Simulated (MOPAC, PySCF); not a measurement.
calicene `C1=CC(=C2C=C2)C=C1`, neutral singlet in the gas phase. 

Cartesian coordinates (Å):
SMILES: C1=CC(=C2C=C2)C=C1
```xyz
14

C     -2.0693     0.1137    -0.9398
C     -0.7671     0.5296    -1.1163
C      0.0129     0.0017     0.0020
C      1.3489     0.1808     0.2103
C      2.5554    -0.0167     0.9648
C      2.6325     0.7120    -0.1561
C     -0.9027    -0.7528     0.8564
C     -2.1532    -0.6801     0.2813
H     -2.9160     0.3370    -1.6037
H     -0.3629     1.1417    -1.9328
H      3.0637    -0.4498     1.8345
H      3.2483     1.2958    -0.8506
H     -0.6182    -1.2723     1.7805
H     -3.0723    -1.1407     0.6695
```
Charge 0, multiplicity 1.

All levels are single points at this geometry (PBE-D3(BJ)/def2-SVP); Pople sets use spherical d functions. Orbital energies aren't observables, and empty levels follow the basis.

```tsv
level	HOMO (eV)	LUMO (eV)	gap (eV)	dipole (D)	vertical IE, Delta-SCF (eV)
PBE-D3(BJ)/def2-SVP in PySCF	-4.47	-2.37	2.11	4.51	–
ωB97X-D3(BJ)/def2-SVP in PySCF	-7.79	1.08	8.87	4.81	7.40
B3LYP/6-311+G** in PySCF	-5.39	-1.68	3.71	4.72	–
B3LYP/6-31G* in PySCF	-4.94	-1.13	3.82	4.57	7.52
BP86/6-31G* in PySCF	-4.27	-2.15	2.12	4.45	–
M06-2X/6-31G* in PySCF	-6.38	0.04	6.41	4.67	–
PBE/6-31G* in PySCF	-4.18	-2.07	2.12	4.44	7.10
SVWN5/6-31G* in PySCF	-4.34	-2.29	2.05	4.44	7.35
HF/3-21G in PySCF	-7.41	3.02	10.43	5.07	–
HF/6-31G* in PySCF	-7.22	3.24	10.47	5.13	–
AM1 in MOPAC	-8.46	-0.25	8.20	3.48	–
PM6 in MOPAC	-8.63	-0.41	8.21	2.92	–
PM7 in MOPAC	-8.74	-0.59	8.15	3.19	–
```
